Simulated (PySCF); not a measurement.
Si(Br)(Me)(vinyl)(NH2) (C₃H₈BrNSi), SMILES C=C[Si](C)(N)Br. Geometry: B3LYP-D3(BJ)/def2-SVP. One conformer was computed; it need not be the lowest.

Computed equilibrium geometry at B3LYP-D3(BJ)/def2-SVP (PySCF confirms it by a frequency run) as bond lengths and angles (one conformer of several):
Atoms: C1 C2 Si3 C4 N5 Br6 H7 H8 H9 H10 H11 H12 H13 H14. Bonds (Å): C1–C2 1.340, C1–H7 1.096, C1–H8 1.096, C2–Si3 1.862, C2–H9 1.098, Si3–C4 1.868, Si3–N5 1.726, Si3–Br6 2.288, C4–H10 1.101, C4–H11 1.102, C4–H12 1.100, N5–H13 1.017, N5–H14 1.017. Bond angles (°): C2–C1–H7 122.0, C2–C1–H8 122.2, H7–C1–H8 115.8, C1–C2–Si3 123.4, C1–C2–H9 118.3, Si3–C2–H9 118.3, C2–Si3–C4 113.9, C2–Si3–N5 108.9, C2–Si3–Br6 105.7, C4–Si3–N5 109.9, C4–Si3–Br6 106.4, N5–Si3–Br6 111.9, Si3–C4–H10 110.4, Si3–C4–H11 110.4, Si3–C4–H12 110.8, H10–C4–H11 108.4, H10–C4–H12 107.7, H11–C4–H12 109.1, Si3–N5–H13 118.8, Si3–N5–H14 118.5, H13–N5–H14 109.8.
